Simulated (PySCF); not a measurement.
This PySCF input asks for the NMR shieldings of `C(C1=CP=C(C)S1)(C)C`, C7H11PS; the geometry comes from GFN2-xTB.

```python
import basis_set_exchange as bse
import numpy as np
from pyscf import gto, dft
from pyscf.prop import nmr

atoms = """
C     3.869644   -0.506805    0.128947
C     2.453305   -0.069744    0.300671
P     1.928043    1.197838    1.325690
C     0.229758    0.987635    0.892309
C    -0.097071    0.020359    0.002770
C    -1.473254   -0.318315   -0.494627
C    -2.366765   -0.767326    0.663572
C    -2.087844    0.876524   -1.226777
S     1.234842   -0.902369   -0.602765
H     4.521698    0.100222    0.753364
H     4.184407   -0.405275   -0.910497
H     3.989984   -1.553761    0.410206
H    -0.522889    1.622516    1.333577
H    -1.379169   -1.148875   -1.202837
H    -1.924094   -1.615953    1.180155
H    -2.498306    0.040651    1.378845
H    -3.344596   -1.061132    0.289580
H    -3.060959    0.607545   -1.630593
H    -1.447110    1.191360   -2.047347
H    -2.214771    1.715582   -0.547279
"""
names = dict.fromkeys(["C", "P", "S", "H"], "pcSseg-1")
basis = {el: gto.basis.parse(bse.get_basis(n, elements=[el], fmt="nwchem")) for el, n in names.items()}
mol = gto.M(atom=atoms, basis=basis, charge=0, verbose=0)
mf = dft.RKS(mol, xc="PBE0")
mf.grids.level = 2
mf.grids.alignment = dft.numint.BLKSIZE   # the property module wants whole blocks of grid points
mf.conv_tol = 1e-9
mf.kernel()

calc = nmr.RKS(mf)   # GIAO
C = mf.mo_coeff
Co = C[:, mf.mo_occ > 0]
resp = mf.gen_response(singlet=True, hermi=2)
def vind(x):   # induced exchange potential for any number of trial vectors
    d = np.einsum("pi,xij,qj->xpq", C, 2 * x.reshape(-1, C.shape[1], Co.shape[1]), Co, optimize=True)
    return np.einsum("xpq,pi,qj->xij", resp(d - d.transpose(0, 2, 1)), C, Co, optimize=True).ravel()
mo1, _ = nmr.rhf.solve_mo1(calc, with_cphf=vind)
sigma = calc.kernel(mo1)
for i, s in enumerate(sigma):   # ppm
    print("%2d %-2s %9.2f" % (i, mol.atom_pure_symbol(i), np.trace(s) / 3))
```

Task: What are the results?

Result: 
```
 0 C     165.75
 1 C      -4.14
 2 P      83.72
 3 C      44.85
 4 C      12.34
 5 C     152.54
 6 C     159.05
 7 C     159.04
 8 S     163.56
 9 H      28.61
10 H      28.78
11 H      28.78
12 H      24.16
13 H      28.66
14 H      30.25
15 H      30.36
16 H      30.41
17 H      30.41
18 H      30.25
19 H      30.36
```

These numbers come from an equivalent density-fitted implementation of the same equations, which agrees with the script to about 0.01 ppm for H and up to a few tenths of a ppm for heavy atoms, so last digits may differ.

Task: Turn these shieldings into chemical shifts. Referencing at the same level of theory: ¹³C (σref 186.93), ¹H (σref 31.72) vs TMS; H3PO4 for ³¹P (σref 318.38); ³³S (σref 503.73) vs CS2.

Result: Averaging equivalent atoms: C 1: 191.1; C 4: 174.6; C 3: 142.1; C 5: 34.4; C 6/7: 27.9; C 0: 21.2; P 2: 234.7; S 8: 340; H 12: 7.56; H 13: 3.05; H 9/10/11: 3.00; H 14/15/16/17/18/19: 1.38 ppm. Experimental scales use liquid or dissolved standards, which lie at an offset from isolated H3PO4.

Size and cost of the density-fitted run: 222 basis functions, 43 s wall time on 1 thread of an Arm Neoverse V2, shared host; peak memory 1.1 GiB.
